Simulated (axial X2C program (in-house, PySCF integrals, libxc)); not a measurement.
**Curves of SSmS(+3) from open-shell CI on f(δφ)1 f(π)0**

Calculated with an axial X2C code built on PySCF integrals: two-component X2C with atomic mean-field Coulomb and Gaunt terms, basis S dyall-v3z, Sm dyall-v3z (cores contracted in-house). Orbitals come from Hartree–Fock averaged over the configuration Sm f(δφ)1 f(π)0; CI then distributes these electrons over the f(δφ), f(π) shells of Sm.

Scan along the symmetric stretch (R is each bond); masses S 31.972 u, Sm 151.920 u, S 31.972 u. Energies in cm⁻¹ from the lowest point; levels are followed by energy order within each Ω. Lowest level at 3.020 Å: 100% f(δφ)1.

| R (Å) | (1)Ω=5/2 | (1)Ω=7/2 | (1)Ω=3/2 | (2)Ω=5/2 |
| --- | --- | --- | --- | --- |
| 2.809 | 1895 | 9661 | 16668 | 25635 |
| 2.914 | 393 | 8171 | 15133 | 24129 |
| 3.020 | 0 | 7789 | 14703 | 23722 |
| 3.141 | 527 | 8325 | 15185 | 24222 |
| 3.262 | 1763 | 9568 | 16376 | 25427 |
| 3.397 | 3675 | 11487 | 18240 | 27301 |
| 3.564 | 6475 | 14295 | 20985 | 30055 |

Task: Fit the curves (1)Ω=5/2, (1)Ω=7/2, (1)Ω=3/2, (2)Ω=5/2 near their minima.

Result: From the open-shell CI curves, Te from the lowest:

```json
{"level": "(1)Ω=5/2", "Te (cm⁻¹)": "0", "Re (Å)": "3.012", "ωe (cm⁻¹)": "196.5"}
{"level": "(1)Ω=7/2", "Te (cm⁻¹)": "7788", "Re (Å)": "3.011", "ωe (cm⁻¹)": "196.6"}
{"level": "(1)Ω=3/2", "Te (cm⁻¹)": "14705", "Re (Å)": "3.017", "ωe (cm⁻¹)": "194.7"}
{"level": "(2)Ω=5/2", "Te (cm⁻¹)": "23723", "Re (Å)": "3.015", "ωe (cm⁻¹)": "194.8"}
```

Without dynamic correlation distances can be off by several hundredths of an Å (long for ionic bonds, short for multiple bonds) and the wavenumbers are rough.

There is no dynamic correlation: spin–orbit spacings and, for f shells, spacings inside one term are the most reliable numbers, splittings between terms come out too wide, and energies between configurations are not reliable, so the lowest level need not be the ground state of the molecule. At most 6 roots were kept for each Ω > 0 (twice that for Ω = 0) within 3.5 eV of the lowest, so higher up levels can be missing between those listed; levels with Ω > 0 are doubly degenerate and listed once, Ω = 0 levels singly. States that fill the shells left empty in the average are placed too high. The molecule was held linear; bending was not examined.
